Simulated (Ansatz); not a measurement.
The cluster Be2S2 (the lowest singlet isomer of a short search) was relaxed with PBE-D4 (def2-TZVP) in Ansatz in these states: neutral quintet, neutral singlet, neutral triplet. The geometries follow in no particular order.

A:

```xyz
4

Be    0.328   -0.264    0.877
Be   -0.328    0.264   -0.877
S     0.209   -1.565   -0.550
S    -0.209    1.565    0.550
```

B:

```xyz
4

Be   -0.872   -0.545   -0.351
Be    0.872    0.545    0.351
S     0.893   -1.368   -0.095
S    -0.893    1.368    0.095
```

C:

Cartesian coordinates in Å:
```
Be -1.080 -0.913 -0.757
Be 1.080 0.913 0.757
S -0.823 1.018 -0.053
S 0.823 -1.018 0.053
```

Q: Judge from the bond lengths which geometry belongs to which state (an estimate).

A: A is the neutral singlet (Be1–Be2 1.946 Å, Be1–S3 1.934 Å, Be2–S3 1.934 Å); B is the neutral triplet (Be1–Be2 2.174 Å, Be1–S3 1.965 Å, Be2–S3 1.965 Å); C is the neutral quintet (Be1–Be2 3.208 Å, Be1–S3 2.071 Å, Be2–S3 2.071 Å).
